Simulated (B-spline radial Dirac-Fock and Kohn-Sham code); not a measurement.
Magnetic form factor of the 4f shell of Er¹⁶⁺

System: erbium as Er¹⁶⁺, 1s2 2s2 2p6 3s2 3p6 3d10 4s2 4p6 4d10 4f6.

Calculated with a radial B-spline solver, using Dirac-Fock densities. ⟨j_K⟩ is the integral of the 4f radial density with the spherical Bessel function j_K(4πsr), s = sin θ/λ.

```tsv
s (Å⁻¹)	⟨j0⟩	⟨j2⟩	⟨j4⟩	⟨j6⟩
0	1.0000	0.0000	0.0000	0.0000
0.05	0.9926	0.0030	0.0000	0.0000
0.1	0.9707	0.0116	0.0001	0.0000
0.15	0.9354	0.0254	0.0003	0.0000
0.2	0.8883	0.0435	0.0009	0.0000
0.25	0.8313	0.0647	0.0020	0.0000
0.3	0.7667	0.0878	0.0039	0.0001
0.35	0.6971	0.1115	0.0068	0.0003
0.4	0.6248	0.1346	0.0108	0.0006
0.45	0.5520	0.1560	0.0158	0.0011
0.5	0.4807	0.1750	0.0219	0.0018
0.6	0.3486	0.2033	0.0366	0.0043
0.7	0.2368	0.2173	0.0533	0.0085
0.8	0.1484	0.2181	0.0699	0.0143
0.9	0.0826	0.2083	0.0846	0.0214
1	0.0362	0.1913	0.0961	0.0294
1.1	0.0055	0.1702	0.1039	0.0375
1.2	-0.0135	0.1477	0.1080	0.0452
1.4	-0.0289	0.1047	0.1065	0.0577
1.6	-0.0288	0.0698	0.0964	0.0647
```

Radial moments of the shell: ⟨r²⟩ = 0.4032, ⟨r⁴⟩ = 0.2869, ⟨r⁶⟩ = 0.3203 in powers of bohr.
